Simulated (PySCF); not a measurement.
H$_{2}$Be, singlet, at a GFN2-xTB geometry (such geometries of metal compounds can be far from the true shape); SVWN5/def2-SVP (PySCF).

The PySCF input:
```python
from pyscf import gto, scf, dft

mol = gto.M(
    atom='''
Be    0.00000000    0.00000000    0.00000000
H     0.00000000    0.00000000    1.27939097
H    -0.00000000   -0.00000000   -1.27939097
''',
    basis='def2-svp',
    verbose=3,
)

mf = dft.RKS(mol)
mf.xc = 'lda,vwn'
mf.kernel()
mf.analyze()
```

Output, abridged:

```
converged SCF energy = -15.6352628497293
**** MO energy ****
MO #1   energy= -3.7833931570291   occ= 2
MO #2   energy= -0.309917534421909 occ= 2
MO #3   energy= -0.277163774804895 occ= 2
MO #4   energy= -0.0656532208902211 occ= 0
MO #5   energy= -0.065653220890219 occ= 0
MO #6   energy= 0.0398207493473786 occ= 0
MO #7   energy= 0.0961361089237682 occ= 0
MO #8   energy= 0.112496968414475  occ= 0
MO #9   energy= 0.185679563759005  occ= 0
MO #10  energy= 0.185679563759009  occ= 0
MO #11  energy= 0.347280969515642  occ= 0
 ** Mulliken atomic charges  **
charge of    0Be =      0.96523
charge of    1H =     -0.48262
charge of    2H =     -0.48262
Dipole moment(X, Y, Z, Debye):  0.00000,  0.00000, -0.00000
```
